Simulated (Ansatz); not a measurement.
Two isomers of C2H5BO2: A = `COBC=O`, B = `BC(=O)OC`.

Gas-phase electronic energies from Ansatz, PBE0-D4/def2-TZVP geometries. CBS: MP2 limit from def2 TZ/QZ plus the TZ coupled-cluster correction, frozen cores. Functionals use def2-TZVPP. B3LYP here is the variant with VWN-RPA as its local correlation; programs differ in this. One conformer a species, not always the lowest.

Which isomer does CCSD(T)/CBS put lower? Give the gap. (Estimate.)

Computed: A, by 23.1 kcal/mol.

Give E(B) − E(A) in kcal/mol with CCSD(T)/def2-TZVPP, CCSD(T)/def2-SVP, BLYP-D4, CCSD/def2-TZVPP, B3LYP-D4, PBE-D4, B3LYP. (An estimate is asked.)

Computed: CCSD(T)/def2-TZVPP 23.0, CCSD(T)/def2-SVP 24.8, BLYP-D4 20.4, CCSD/def2-TZVPP 23.7, B3LYP-D4 21.5, PBE-D4 18.9, B3LYP 21.9. None reverses the order clearly.

Does the order hold for the free energy at 298.15 K (harmonic terms from PBE0-D4)? (Best estimate.)

Computed: Yes: G(B) − G(A) = +22.4 kcal/mol, for one conformer each. Modes under 60 cm⁻¹, often nearly free rotors, make the harmonic entropy too high.

Largest T1 diagnostic: 0.018.

Leaving LDA and LC-ωPBE aside and taking each functional with its dispersion term where it has one, the values, not all of them listed here, spread over 4.1 kcal/mol, from revPBE-D4 to BHLYP-D4. LDA lies −1.5 kcal/mol from PBE without D4. From BLYP to BHLYP (50 % exact exchange), in def2-TZVPP and without D4, E(B) − E(A) moves by +1.6 kcal/mol.
